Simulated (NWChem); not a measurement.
Program: NWChem. System: vinylene carbonate (C3H2O3), charge 0, spin multiplicity 1, at a geometry optimised with B3LYP/def2-SVP. Level: MP2/def2-TZVP, 6 core orbitals frozen.

Input file:

```
start mol
memory heap 200 mb stack 900 mb global 1100 mb
geometry units angstroms nocenter noautoz
  O      0.000000     0.000000    -1.975349
  C      0.000000     0.000000    -0.788531
  O     -1.103838     0.000000     0.022936
  C     -0.668492     0.000000     1.328202
  C      0.668492     0.000000     1.328202
  O      1.103838     0.000000     0.022936
  H     -1.417343     0.000000     2.114292
  H      1.417343     0.000000     2.114292
  symmetry group C2v
end
basis spherical
  * library def2-tzvp
end
scf
  rhf
  nopen 0
  maxiter 100
  thresh 1e-7
  semidirect memsize 60000000 filesize 0
end
mp2
  freeze core 6
end
task mp2 energy
```

Output (cleaned and shortened):

```
             Northwest Computational Chemistry Package (NWChem) 7.3.0
             --------------------------------------------------------

                                NWChem Input Module
                                -------------------

 Scaling coordinates for geometry "geometry" by  1.889725989
 (inverse scale =  0.529177249)

 Turning off AUTOSYM since
 SYMMETRY directive was detected!

                             Geometry "geometry" -> ""
                             -------------------------

 Output coordinates in angstroms (scale by  1.889725989 to convert to a.u.)

  No.       Tag          Charge          X              Y              Z
 ---- ---------------- ---------- -------------- -------------- --------------
    1 O                    8.0000     0.00000000     0.00000000    -1.97534900
    2 C                    6.0000     0.00000000     0.00000000    -0.78853100
    3 O                    8.0000    -1.10383800     0.00000000     0.02293600
    4 C                    6.0000    -0.66849200     0.00000000     1.32820200
    5 C                    6.0000     0.66849200     0.00000000     1.32820200
    6 O                    8.0000     1.10383800     0.00000000     0.02293600
    7 H                    1.0000    -1.41734300     0.00000000     2.11429200
    8 H                    1.0000     1.41734300     0.00000000     2.11429200

 Effective nuclear repulsion energy (a.u.)     229.3745336870

            Nuclear Dipole moment (a.u.)
            ----------------------------
        X                 Y               Z
 ---------------- ---------------- ----------------
     0.0000000000     0.0000000000     0.0000113384

      Symmetry information
      --------------------

 Group name             C2v
 Group number             16
 Group order               4
 No. of unique centers     5

      Symmetry unique atoms

     1    2    3    4    7


 Summary of "ao basis" -> "" (spherical)
 ------------------------------------------------------------------------------
       Tag                 Description            Shells   Functions and Types
 ---------------- ------------------------------  ------  ---------------------
[...]
  Active beta occupied  =     16
  Active alpha virtual  =    176
  Active beta virtual   =    176
  Use MO symmetry       = T
  Use skeleton AO sym   = T

  AO/Fock/Back tols     =   1.0D-09  1.0D-09  1.0D-09

 GA uses MA = F    GA memory limited = T

 Available:
  local mem=  1.26D+08
 global mem=  1.44D+08
 local disk=  0.00D+00
  mp2_memr nvloc                   176
  nvloc new                   176
   1 passes of  16:        5242880                     220719                 183502920.
   1 passes of  16: M    126043123           G      144100792           F     120800243.
  mp2_memr nvloc                   176
  nvloc new                   176
   2 passes of   8:        5242880                     150348                  91784955.
   2 passes of   8: M    126043123           G      144100792           F     120800243.

 Semi-direct pass number   1 of   2  for RHF alpha+beta  at       69.4s
  vrange nnbf                 19159
  mp2_eaftype                   350  avail_ma_in_mb                  1098
 EAF : mp2_eaftype filesize         350   45892478.
  mp2_eaf for mointskh                    350
Node 0 wrote    215.8 Mb in      0.2 s     Agg I/O rate:  1412.7 Mb/s
 Done moints_semi at      112.4s
  mp2_eaftype                   350  avail_ma_in_mb                   748
 EAF : mp2_eaftype filesize         350   45892478.
  mp2_eaf for kh                   350
 Done maket at      113.6s
 Semi-direct pass number   2 of   2  for RHF alpha+beta  at      113.6s
  vrange nnbf                 19159
  mp2_eaftype                   350  avail_ma_in_mb                   748
 EAF : mp2_eaftype filesize         350   45892478.
  mp2_eaf for mointskh                    350
Node 0 wrote    215.8 Mb in      0.1 s     Agg I/O rate:  1471.1 Mb/s
 Done moints_semi at      186.8s
  mp2_eaftype                   350  avail_ma_in_mb                   748
 EAF : mp2_eaftype filesize         350   45892478.
  mp2_eaf for kh                   350
 Done maket at      188.5s
 Done multipass loop at      188.5s

          -------------------------------------------
          SCF energy                -339.476383446180
          Correlation energy          -1.140283018338
          Singlet pairs               -0.689316899519
          Triplet pairs               -0.450966118819
          Total MP2 energy          -340.616666464518
          -------------------------------------------

          ---------------------------------------------------
                    Spin Component Scaled (SCS) MP2
          Same spin pairs                     -0.300644079212
          Same spin scaling factor             0.333333333333
          Opposite spin pairs                 -0.839638939125
          Opposite spin scaling fact.          1.200000000000
          SCS-MP2 correlation energy          -1.107781420021
          Total SCS-MP2 energy              -340.584164866201
          ---------------------------------------------------

 -----------------------
 Performance information
 -----------------------

 Timer overhead =  1.50D-07 seconds/call

               Nr. of calls         CPU time (s)                 Wall time (s)                GFlops
             ---------------    -------------------     ------------------------------   -------------------
Name         Min   Avg   Max    Min     Avg     Max     Min     Avg     Max   Mx/calls   Min     Max     Sum
mp2: moin     2     2     2   1.16E+2 1.16E+2 1.16E+2  1.16E+2 1.16E+2 1.16E+2  58.      0.0     0.0     0.0
mp2: make     2     2     2    2.9     2.9     2.9      2.9     2.9     2.9     1.4      0.0     0.0     0.0
mp2: tota     1     1     1   1.20E+2 1.20E+2 1.20E+2  1.20E+2 1.20E+2 1.20E+2 1.20E+2   0.0     0.0     0.0

 The average no. of pstat calls per process was 5.00D+00
 with a timing overhead of 7.49D-07s

 Task  times  cpu:      188.4s     wall:      188.4s

 Total times  cpu:      188.5s     wall:      188.5s
```
